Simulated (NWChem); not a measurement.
sulfuric acid (H2SO4); SMILES O=S(=O)(O)O

```xyz
7

O      0.8222    -0.9346     0.8542
S      0.0000     0.0000    -0.1635
O     -0.9833    -0.8088    -0.8298
O      0.9833     0.8088    -0.8298
O     -0.8222     0.9346     0.8542
H      0.2538    -1.6773     1.1126
H     -0.2538     1.6773     1.1126
```
Atoms are numbered in this order, from 1.

Computed with NWChem. Pople sets run with spherical d functions. The geometry was optimised at PBE0/def2-SVP. Level B3LYP/6-31G*: single points from the atomic guess with DIIS by default; each run changes one setting, and all converged runs end within 0.3 mHa of each other. cgmin counts macro-iterations, each dearer than a DIIS step.

Question: Which setting needs the most SCF iterations, or fails (level shift of 0.5 Ha throughout; no DIIS, 40 % damping; no level shifting; defaults; DIIS on 3 Fock matrices; quadratically convergent solver (cgmin))?

Answer: no DIIS, 40 % damping, with 34 against 8 for the defaults.
```csv
setting,SCF iterations
defaults,8
"no DIIS, 40 % damping",34
DIIS on 3 Fock matrices,10
no level shifting,8
level shift of 0.5 Ha throughout,12
quadratically convergent solver (cgmin),5
```
